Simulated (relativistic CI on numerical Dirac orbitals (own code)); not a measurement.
## Radial parameters of Ir⁵⁴⁺

These numbers are calculated, not measured: Dirac-Coulomb-Breit CI, orbitals from a KLI potential per configuration, model QED (radiative potential, 1s self-energy scaled to tabulated hydrogen-like ionisation energies), unscaled Slater integrals (own radial code, finite nucleus).

Slater integrals F^k, G^k are unscaled and averaged over j, outside the closed core [Ne]; ζ comes from projecting the Hamiltonian with its Breit term on Σ l·s of the shell.

- 3s2 3p6 3d5: F^2(3d,3d) = 633020, F^4(3d,3d) = 409020, ζ(3d) = 279740 cm⁻¹; <r>(3d) = 0.1615, <r^2>(3d) = 0.03021 (bohr units).
- 3s2 3p5 3d6: ζ(3p) = 2.1217e+06, F^2(3d,3d) = 632180, F^4(3d,3d) = 408460, F^2(3p,3d) = 546820, G^1(3p,3d) = 580140, G^3(3p,3d) = 387700, ζ(3d) = 277670 cm⁻¹; <r>(3p) = 0.1803, <r^2>(3p) = 0.03769, <r>(3d) = 0.1617, <r^2>(3d) = 0.03029 (bohr units).
- 3s2 3p4 3d7: F^2(3p,3p) = 541390, ζ(3p) = 2.1206e+06, F^2(3d,3d) = 631320, F^4(3d,3d) = 407870, F^2(3p,3d) = 546430, G^1(3p,3d) = 580170, G^3(3p,3d) = 387590, ζ(3d) = 275610 cm⁻¹; <r>(3p) = 0.1804, <r^2>(3p) = 0.03775, <r>(3d) = 0.1619, <r^2>(3d) = 0.03036 (bohr units).

Problem. Give the Racah parameters of the d shell in 3s2 3p6 3d5.

Solution. B = F²/49 − 5F⁴/441 = 8281 cm⁻¹ and C = 35F⁴/441 = 32462 cm⁻¹.

Averages of the first 10 configurations, taken without configuration mixing, which lowers the lowest level and can move excited configurations by several eV; other configurations of the list can lie among them:

| Configuration | Parity | States | Average energy above the lowest level (eV) |
| --- | --- | --- | --- |
| 3s2 3p6 3d5 | even | 252 | 183.2 |
| 3s2 3p5 3d6 | odd | 1260 | 715.0 |
| 3s2 3p4 3d7 | even | 1800 | 1255.6 |
| 3s 3p6 3d6 | even | 420 | 1223.9 |
| 3p6 3d7 | even | 120 | 2276.6 |
| 3s 3p5 3d7 | odd | 1440 | 1754.1 |
| 3s2 3p6 3d4 4s | even | 420 | 2236.4 |
| 3s2 3p6 3d4 4p | odd | 1260 | 2430.2 |
| 3s2 3p4 3d6 4s | even | 6300 | 3287.6 |
| 3s2 3p5 3d5 4s | odd | 3024 | 2757.5 |
